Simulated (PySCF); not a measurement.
**Correlation energy of N(2+) (nitrogen, charge +2)**

[He] 2s1 2p1 3d1, one real determinant (an excited configuration). Computed with PySCF 2.14 in aug-cc-pVTZ with one added diffuse shell each of s, p, d, f type (6s5p4d3f, 62 functions), with no relativity, point nucleus. Frozen: 1s2; 3 electrons correlated.

```csv
level,correlation energy (mhartree)
CCSD,-16.78
(T),-1.99
CCSD(T),-18.77
```

Diagnostics: T1 = 0.015, D1 = 0.0349, largest double amplitude 0.312.

Question: Is a single reference adequate?

Answer: Not fully. The real determinant used has ⟨L²⟩ near 8 against 12 for a pure F term, so it mixes terms. The outer electron is Rydberg-like, and this basis confines it to a smaller radius and binds it less than a complete one would. A double-excitation amplitude exceeds 0.15, a sign of near-degeneracy.

The reference is one real determinant that mixes LS terms of this configuration.
